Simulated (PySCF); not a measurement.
Lu: excitation energy

Lu [Xe] 4f14 5d1 6s2 (2D) → Lu [Xe] 4f14 6s2 6p1 (2P), as a difference of total energies. Computed with PySCF 2.14 in cc-pVDZ-X2C (8s7p5d3f1g, 84 functions), with the spin-free X2C one-electron Hamiltonian (Gaussian nucleus). Correlated levels: valence: [Kr] 4d10 frozen; valence and next inner shell: [Ar] 3d10 frozen. The calculations carry no spin-orbit coupling.

**Question.** Order these methods by the excitation energy they give, lowest first.
A. PBE0
B. UHF
C. MP2 (valence and next inner shell)
D. LDA

**Answer.** B (0.195 eV), C (0.610 eV), A (0.834 eV), D (1.105 eV).

Errors of the correlated levels include the incompleteness of this basis and the frozen core.

The basis was made for the ground configuration and has no added diffuse functions, so the excitation energy can come out too high.

For comparison: 0.641 eV (measured; NIST levels, between the centres of gravity of the two terms).
